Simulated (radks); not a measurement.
The numbers below are computed, except where a source is named.
Initial-state core-level shifts of the tellurium ion Te3+ when its valence configuration changes from [Kr] 4d10 5s2 5p1. Code: a radial shooting solver on a logarithmic mesh with Libxc functionals. Model: Dirac Kohn-Sham, PBE, spin-unpolarised, spherical densities, point nucleus; open shells are shared between the two j in proportion to 2j + 1. Shifts are changes of the shell-averaged eigenvalues in eV (positive: less bound).

4d10 5s1 5p2: 3s -1.406; 3p -1.404; 3d -1.403; 4p -1.370
4d9 5s2 5p2: 3s -9.710; 3p -9.711; 3d -9.806; 4p -7.872
4d10 5s1.5 5p1.5: 3s -0.706; 3p -0.706; 3d -0.705; 4p -0.689
4d9.5 5s1 5p2.5: 3s -6.210; 3p -6.209; 3d -6.254; 4p -5.279
4d9.5 5s2 5p1.5: 3s -4.833; 3p -4.834; 3d -4.879; 4p -3.944
4d10 5s0.5 5p2.5: 3s -2.098; 3p -2.096; 3d -2.095; 4p -2.045
4d8 5s2 5p3: 3s -19.592; 3p -19.597; 3d -19.800; 4p -15.687
4d7.5 5s1 5p4.5: 3s -25.874; 3p -25.878; 3d -26.142; 4p -20.786
4d9.5 5s0.5 5p3: 3s -6.888; 3p -6.887; 3d -6.931; 4p -5.937
